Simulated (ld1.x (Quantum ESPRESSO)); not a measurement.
**Logarithmic derivatives: thulium, PAW**

```
Element                 : thulium (Tm)
Generator               : ld1.x (Quantum ESPRESSO) 7.5
Type                    : PAW
Functional              : BP86
Relativity              : scalar-relativistic
Frozen core             : [Kr] 4d10
Valence charge          : 23
Reference configuration : 4f12 5s2 5p6 5d1 6s2 6p0
Partial waves           : 5s (bound): rcut 1.65, rcutus 2.00 bohr; 6s (bound): rcut 1.65, rcutus 2.00 bohr; 5p (bound): rcut 1.90, rcutus 2.65 bohr; 6p (bound, empty): rcut 1.90, rcutus 2.65 bohr; 5d (bound): rcut 1.85, rcutus 2.40 bohr; 5d channel at 5.1 Ry: rcut 1.85, rcutus 2.40 bohr; 4f (bound): rcut 1.10, rcutus 1.35 bohr; 4f channel at 0.8 Ry: rcut 1.10, rcutus 1.35 bohr
Local potential         : all-electron potential smoothed inside 2.45 bohr (lloc = -2)
Core correction         : Bessel-smoothed model core inside 1.35 bohr
Augmentation charge     : PSQ, radius 1.10 bohr
```

The phase is arctan(r·u′/u) with u = r·R(r), unwrapped; energies in Ry, scanned from -6 to 5 Ry. A pole is an energy at which the radial function vanishes at the test radius. The pseudo phase is shifted by a multiple of π to meet the all-electron one at the reference energy, and phase errors are pseudo minus all-electron; the curves can meet again beyond the range given. Levels narrower than the energy grid can be missing from the lists of poles.

For each channel, where are the poles, and over which energies does the pseudopotential scatter like the atom?

| channel | radius (bohr) | reference energy (Ry) | poles, all-electron | poles, pseudo | unbroken range about the reference energy with phases within 0.05 rad | phase error 1 Ry above the reference energy (rad) |
| --- | --- | --- | --- | --- | --- | --- |
| s | 2.88 | -0.34 | -4.22, 2.12 | -4.22, 2.12 | the whole range | +0.000 |
| p | 2.88 | -0.10 | -2.13, 3.54 | -2.13, 3.37 | the whole range | -0.012 |
| d | 2.88 | -0.15 | 0.56 | 0.56 | below 2.8 | +0.002 |
| f | 2.88 | -0.71 | -0.69, 3.51 | -0.69, 3.56 | the whole range | +0.000 |

Phases in the d channel:

```csv
E (Ry),all-electron,pseudo
-6.00,1.427,1.427
-5.74,1.424,1.424
-5.48,1.420,1.421
-5.22,1.417,1.417
-4.96,1.412,1.413
-4.70,1.408,1.408
-4.44,1.403,1.403
-4.18,1.397,1.398
-3.92,1.391,1.391
-3.66,1.384,1.385
-3.40,1.377,1.377
-3.14,1.368,1.369
-2.88,1.358,1.359
-2.62,1.346,1.347
-2.36,1.332,1.333
-2.10,1.315,1.316
-1.84,1.293,1.294
-1.58,1.264,1.265
-1.32,1.224,1.225
-1.06,1.162,1.163
-0.80,1.051,1.052
-0.54,0.795,0.796
-0.28,-0.021,-0.020
-0.02,-1.060,-1.060
0.24,-1.407,-1.405
0.50,-1.549,-1.548
0.76,-1.633,-1.631
1.02,-1.697,-1.694
1.28,-1.754,-1.751
1.54,-1.816,-1.811
1.80,-1.891,-1.884
2.06,-1.998,-1.987
2.32,-2.172,-2.154
2.58,-2.505,-2.470
2.84,-3.133,-3.081
3.10,-3.795,-3.763
3.36,-4.157,-4.144
3.62,-4.341,-4.335
3.88,-4.447,-4.444
4.14,-4.516,-4.514
4.40,-4.564,-4.564
4.66,-4.601,-4.601
4.92,-4.630,-4.630
```
